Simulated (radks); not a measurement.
The numbers below are computed, except where a source is named.
All-electron atom: Hg V in [Kr] 4d10 4f14 5s2 5p5 5d8 6s1 (not the ground configuration). Level of theory: Dirac Kohn-Sham, BLYP, spin-unpolarised, spherical densities, point nucleus; open shells are shared between the two j in proportion to 2j + 1 (a radial shooting solver on a logarithmic mesh with Libxc functionals).

Spin-orbit splittings of the eigenvalues, e(l+1/2) - e(l-1/2), with zeta = 2 splitting/(2l+1) and mean radii in bohr:

[
 {"shell": "2p", "occ.": "6", "splitting (eV)": "1949", "zeta (eV)": "1299", "<r> j=l-1/2": "0.05692", "<r> j=l+1/2": "0.06559"},
 {"shell": "3p", "occ.": "6", "splitting (eV)": "431.7", "zeta (eV)": "287.8", "<r> j=l-1/2": "0.1704", "<r> j=l+1/2": "0.1863"},
 {"shell": "3d", "occ.": "10", "splitting (eV)": "92.48", "zeta (eV)": "36.99", "<r> j=l-1/2": "0.1621", "<r> j=l+1/2": "0.1669"},
 {"shell": "4p", "occ.": "6", "splitting (eV)": "104.3", "zeta (eV)": "69.53", "<r> j=l-1/2": "0.4010", "<r> j=l+1/2": "0.4352"},
 {"shell": "4d", "occ.": "10", "splitting (eV)": "19.45", "zeta (eV)": "7.779", "<r> j=l-1/2": "0.4423", "<r> j=l+1/2": "0.4534"},
 {"shell": "4f", "occ.": "14", "splitting (eV)": "4.210", "zeta (eV)": "1.203", "<r> j=l-1/2": "0.4777", "<r> j=l+1/2": "0.4843"},
 {"shell": "5p", "occ.": "5", "splitting (eV)": "19.20", "zeta (eV)": "12.80", "<r> j=l-1/2": "0.9551", "<r> j=l+1/2": "1.042"},
 {"shell": "5d", "occ.": "8", "splitting (eV)": "2.377", "zeta (eV)": "0.9507", "<r> j=l-1/2": "1.286", "<r> j=l+1/2": "1.323"}
]
